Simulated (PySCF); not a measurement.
CH₂NO, SMILES N=C=[OH+], charge +1.

The structure is a stationary point at B3LYP-D3(BJ)/def2-TZVP. The isomer is the one that the SMILES or the coordinates give; other isomers of the formula were not compared.

Computed with PBE0/def2-TZVPD (PySCF).

Symmetry labels are those of the subgroup Cs that the program uses (full group Cs).

Computed valence orbital energies around the gap with their symmetry:
```
orbital  symmetry  energy (eV)
-------  --------  -----------
HOMO−7         A'       -39.63
HOMO−6         A'       -34.67
HOMO−5         A'       -26.67
HOMO−4         A'       -25.32
HOMO−3         A'       -21.59
HOMO−2         A"       -21.07
HOMO−1         A'       -17.92
HOMO           A"       -17.19
LUMO           A'        -6.89
LUMO+1         A'        -6.08
LUMO+2         A"        -6.03
LUMO+3         A'        -4.17
```
